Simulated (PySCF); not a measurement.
CH7AlGeO, SMILES [AlH]([O]C)[GeH3]. Geometry optimised at PBE-D3(BJ)/def2-SVP. The structure was generated by enumeration; whether it is a known compound was not checked. Other conformers were not sampled.

Q: Give the equilibrium geometry at PBE-D3(BJ)/def2-SVP (PySCF confirms it by a frequency run) as a Z-matrix. (The exact figures need the calculation; the answer reports its results.)

A: One answer among several that fit: 
```
Al
O 1 1.7174
C 2 1.4023 1 137.23
H 3 1.1132 2 110.45 1 120.93
H 3 1.1133 4 107.19 2 -120.39
H 3 1.1161 4 107.64 5 -115.54
H 1 1.5937 2 114.09 3 179.98
Ge 1 2.4837 7 126.18 2 179.97
H 8 1.5558 1 113.49 7 178.76
H 8 1.5567 9 106.55 6 124.92
H 8 1.5568 9 106.51 10 112.73
```
